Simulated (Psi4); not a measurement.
Psi4 input (wB97X-D/6-311+G**):

```
memory 1500 MB

molecule {
0 1
C     0.00079100    1.31838500    0.25090900
C    -1.14803300    0.29356500    0.21813300
S    -0.00082100   -1.02849300   -0.37741300
C     1.14874700    0.29267700    0.21555300
H     0.00201700    1.98981900    1.11119900
H     0.00000500    1.92193000   -0.65634700
H    -1.96942900    0.50863700   -0.46146000
H    -1.54453000    0.05090800    1.20350400
H     1.96878000    0.50711500   -0.46588400
H     1.54726900    0.04971300    1.20003000
symmetry c1
no_reorient
no_com
}

set {
  basis 6-311+G**
  reference rks
  scf_type df
  df_basis_scf def2-universal-jkfit
  dft_radial_points 99
  dft_spherical_points 590
  e_convergence 1e-8
  d_convergence 1e-7
  maxiter 150
}

e = energy('wb97x-d')
print_out(f'\nFINAL {e:.10f} DIPOLE {variable("CURRENT DIPOLE")[0]:.6f} {variable("CURRENT DIPOLE")[1]:.6f} {variable("CURRENT DIPOLE")[2]:.6f}\n')
```

Output:

```
   => Loading Basis Set <=

    Name: 6-311+G**
    Role: ORBITAL
    Keyword: BASIS
    atoms 1-2, 4 entry C          line   129 file 6-311pgss.gbs
    atoms 3      entry S          line   429 file 6-311pgss.gbs
    atoms 5-10   entry H          line    42 file 6-311pgss.gbs

   => WB97X-D: Empirical Dispersion <=

    Chai and Head-Gordon Dispersion Correction
    Chai, J.-D.; Head-Gordon, M. (2010), J. Chem. Phys., 132: 6615-6620

        s6 =       1.000000

         ---------------------------------------------------------
                                   SCF
               by Justin Turney, Rob Parrish, Andy Simmonett
                          and Daniel G. A. Smith
                              RKS Reference
         ---------------------------------------------------------

  ==> Geometry <==

    Molecular point group: c1
    Full point group: C1

    Geometry (in Angstrom), charge = 0, multiplicity = 1:

       Center              X                  Y                   Z               Mass
    ------------   -----------------  -----------------  -----------------  -----------------
         C            0.000791000000     1.318385000000     0.250909000000    12.000000000000
         C           -1.148033000000     0.293565000000     0.218133000000    12.000000000000
         S           -0.000821000000    -1.028493000000    -0.377413000000    31.972071174400
         C            1.148747000000     0.292677000000     0.215553000000    12.000000000000
         H            0.002017000000     1.989819000000     1.111199000000     1.007825032230
         H            0.000005000000     1.921930000000    -0.656347000000     1.007825032230
         H           -1.969429000000     0.508637000000    -0.461460000000     1.007825032230
         H           -1.544530000000     0.050908000000     1.203504000000     1.007825032230
         H            1.968780000000     0.507115000000    -0.465884000000     1.007825032230
         H            1.547269000000     0.049713000000     1.200030000000     1.007825032230

  Running in c1 symmetry.

  Rotational constants: A =      0.33738  B =      0.22054  C =      0.14654 [cm^-1]
  Rotational constants: A =  10114.31529  B =   6611.53507  C =   4393.08516 [MHz]
  Nuclear repulsion =  164.109404471425563

  Charge       = 0
  Multiplicity = 1
  Electrons    = 40
  Nalpha       = 20
  Nbeta        = 20

  ==> Algorithm <==

  SCF Algorithm Type is DF.
  DIIS enabled.
  MOM disabled.
  Fractional occupation disabled.
  Guess Type is SAD.
  Energy threshold   = 1.00e-08
  Density threshold  = 1.00e-07
  Integral threshold = 1.00e-12

  ==> Primary Basis <==

  Basis Set: 6-311+G**
    Blend: 6-311+G**
    Number of shells: 68
    Number of basis functions: 132
    Number of Cartesian functions: 136
    Spherical Harmonics?: true
    Max angular momentum: 2

  ==> DFT Potential <==

   => LibXC <=

    Version 7.1.2
    S. Lehtola, C. Steigemann, M. J. T. Oliveira, and M. A. L. Marques,  SoftwareX 7, 1–5 (2018) (10.1016/j.softx.2017.11.002)

   => Composite Functional: WB97X-D <=

    wB97X-D Hyb-GGA Exchange-Correlation Functional

    J.-D. Chai and M. Head-Gordon,  Phys. Chem. Chem. Phys. 10, 6615–6620 (2008) (10.1039/B810189B)

    Deriv               =              1
    GGA                 =           TRUE
    Meta                =          FALSE

    Exchange Hybrid     =           TRUE
    MP2 Hybrid          =          FALSE

   => Exchange-Correlation Functionals <=

    1.0000   wB97X-D range-separated functional

   => Exact (HF) Exchange <=

    0.7780            HF,LR [omega = 0.2000]
    0.2220               HF

   => LibXC Density Thresholds  <==

    XC_HYB_GGA_XC_WB97X_D:  1.00E-14

   => Molecular Quadrature <=

    Radial Scheme          =       TREUTLER
    Pruning Scheme         =           NONE
    Nuclear Scheme         =       TREUTLER

    Blocking Scheme        =         OCTREE
    BS radius alpha        =              1
    Pruning alpha          =              1
    Radial Points          =             99
    Spherical Points       =            590
    Total Points           =         552543
    Total Blocks           =           3924
    Max Points             =            256
    Max Functions          =            132
    Weights Tolerance      =       1.00E-15

   => Loading Basis Set <=

    Name: DEF2-UNIVERSAL-JKFIT
    Role: JKFIT
    Keyword: DF_BASIS_SCF
    atoms 1-2, 4 entry C          line   198 file def2-universal-jkfit.gbs
    atoms 3      entry S          line   903 file def2-universal-jkfit.gbs
    atoms 5-10   entry H          line    18 file def2-universal-jkfit.gbs

  ==> Integral Setup <==

  SCF_SUBTYPE=INCORE selected. In-core MEM_DF algorithm will be used.
  Using in-core AOs.

  ==> MemDFJK: Density-Fitted J/K Matrices <==

    J tasked:                   Yes
    K tasked:                   Yes
    wK tasked:                  Yes
    Omega:                2.000E-01
    Algorithm:                 Core
    Schwarz Cutoff:           1E-12
    Mask sparsity (%):       0.5510
    Fitting Condition:        1E-10

   => Auxiliary Basis Set <=

  Basis Set: DEF2-UNIVERSAL-JKFIT
    Blend: DEF2-UNIVERSAL-JKFIT
    Number of shells: 149
    Number of basis functions: 461
    Number of Cartesian functions: 542
    Spherical Harmonics?: true
    Max angular momentum: 4

  Cached 33.3% of DFT collocation blocks in 0.588 [GiB].

  Minimum eigenvalue in the overlap matrix is 3.9802510212E-05.
  Reciprocal condition number of the overlap matrix is 3.8402258499E-06.
    Using symmetric orthogonalization.

  ==> Pre-Iterations <==

  SCF Guess: Superposition of Atomic Densities via on-the-fly atomic UHF (no occupation information).

   -------------------------
    Irrep   Nso     Nmo
   -------------------------
     A        132     132
   -------------------------
    Total     132     132
   -------------------------

  ==> Iterations <==

                           Total Energy        Delta E     RMS |[F,P]|

   @DF-RKS iter SAD:  -515.76381656024910   -5.15764e+02   0.00000e+00
   @DF-RKS iter   1:  -515.87337184383500   -1.09555e-01   5.27424e-03 DIIS/ADIIS
   @DF-RKS iter   2:  -515.92341085768840   -5.00390e-02   4.47303e-03 DIIS/ADIIS
   @DF-RKS iter   3:  -516.09388491854418   -1.70474e-01   6.12052e-04 DIIS/ADIIS
   @DF-RKS iter   4:  -516.09645918891692   -2.57427e-03   1.16933e-04 DIIS/ADIIS
   @DF-RKS iter   5:  -516.09660099210805   -1.41803e-04   4.58842e-05 DIIS
   @DF-RKS iter   6:  -516.09662040055457   -1.94084e-05   7.81330e-06 DIIS
   @DF-RKS iter   7:  -516.09662127888669   -8.78332e-07   2.35329e-06 DIIS
   @DF-RKS iter   8:  -516.09662135557539   -7.66887e-08   7.47365e-07 DIIS
   @DF-RKS iter   9:  -516.09662136603720   -1.04618e-08   1.10086e-07 DIIS
   @DF-RKS iter  10:  -516.09662136645761   -4.20414e-10   2.94806e-08 DIIS
  Energy and wave function converged.

  ==> Post-Iterations <==

   Electrons on quadrature grid:
      Ntotal   =   40.0000003282 ; deviation = 3.282e-07

    Orbital Energies [Eh]
    ---------------------

    Doubly Occupied:

       1A    -89.002660     2A    -10.313789     3A    -10.313788
       4A    -10.298754     5A     -8.043036     6A     -5.991946
       7A     -5.989359     8A     -5.981643     9A     -0.954397
      10A     -0.781816    11A     -0.772850    12A     -0.651215
      13A     -0.576115    14A     -0.549352    15A     -0.497415
      16A     -0.467683    17A     -0.443793    18A     -0.418533
      19A     -0.372372    20A     -0.300459

    Virtual:

      21A      0.054226    22A      0.067010    23A      0.076653
      24A      0.087987    25A      0.108961    26A      0.113762
      27A      0.123623    28A      0.123638    29A      0.127124
      30A      0.128604    31A      0.143056    32A      0.166488
      33A      0.171070    34A      0.184955    35A      0.185327
      36A      0.191603    37A      0.197174    38A      0.205530
      39A      0.224229    40A      0.287216    41A      0.292060
      42A      0.300441    43A      0.322006    44A      0.339751
      45A      0.342831    46A      0.348533    47A      0.407141
      48A      0.407635    49A      0.417459    50A      0.465309
      51A      0.480013    52A      0.497323    53A      0.533766
      54A      0.558830    55A      0.596818    56A      0.600970
      57A      0.672604    58A      0.709777    59A      0.720146
      60A      0.745351    61A      0.747457    62A      0.749675
      63A      0.772396    64A      0.774356    65A      0.799640
      66A      0.841366    67A      0.890624    68A      0.914051
      69A      0.930206    70A      1.039236    71A      1.069033
      72A      1.080150    73A      1.157227    74A      1.166916
      75A      1.239729    76A      1.312791    77A      1.341405
      78A      1.510026    79A      1.533060    80A      1.611664
      81A      1.616180    82A      1.631329    83A      1.651699
      84A      1.664640    85A      1.700467    86A      1.705579
      87A      1.738168    88A      1.774845    89A      1.784071
      90A      1.859745    91A      1.912617    92A      1.948094
      93A      1.961131    94A      1.975598    95A      2.011379
      96A      2.044950    97A      2.139820    98A      2.174204
      99A      2.209894   100A      2.273105   101A      2.336443
     102A      2.401973   103A      2.425271   104A      2.538458
     105A      2.569872   106A      2.576027   107A      2.643476
     108A      2.683262   109A      2.693942   110A      2.735021
     111A      2.746488   112A      2.812346   113A      2.869443
     114A      2.885416   115A      2.941642   116A      3.009237
     117A      3.202672   118A      3.319478   119A      3.327347
     120A      3.665069   121A      3.832069   122A      4.026660
     123A      4.173218   124A      4.363107   125A      7.982269
     126A     17.480351   127A     17.533093   128A     17.634551
     129A     23.952707   130A     23.968145   131A     24.012166
     132A    189.209428

    Final Occupation by Irrep:
              A
    DOCC [    20 ]
    NA   [    20 ]
    NB   [    20 ]

  @DF-RKS Final Energy:  -516.09662136645761

   => Energetics <=

    Nuclear Repulsion Energy =            164.1094044714255631
    One-Electron Energy =               -1033.5639314876132175
    Two-Electron Energy =                 384.7062199952625861
    DFT Exchange-Correlation Energy =     -31.3450425314139984
    Empirical Dispersion Energy =          -0.0032718141185740
    VV10 Nonlocal Energy =                  0.0000000000000000
    Total Energy =                       -516.0966213664576117

Computation Completed

Properties will be evaluated at   0.000000,   0.000000,   0.000000 [a0]

Properties computed using the SCF density matrix

 Multipole Moments:

 ------------------------------------------------------------------------------------
     Multipole            Electronic (a.u.)      Nuclear  (a.u.)        Total (a.u.)
 ------------------------------------------------------------------------------------

 L = 1.  Multiply by 2.5417464519 to convert [e a0] to [Debye]
 Dipole X            :          0.0006332            0.0000113            0.0006446
 Dipole Y            :          0.7554681           -0.0000076            0.7554605
 Dipole Z            :          0.3139771            0.0000076            0.3139847
 Magnitude           :                                                    0.8181121

 ------------------------------------------------------------------------------------

FINAL -516.0966213665 DIPOLE 0.000645 0.755461 0.313985

*** Psi4 exiting successfully. Buy a developer a beer!
```

The geometry given is a B3LYP-D3(BJ)/def2-TZVP minimum.
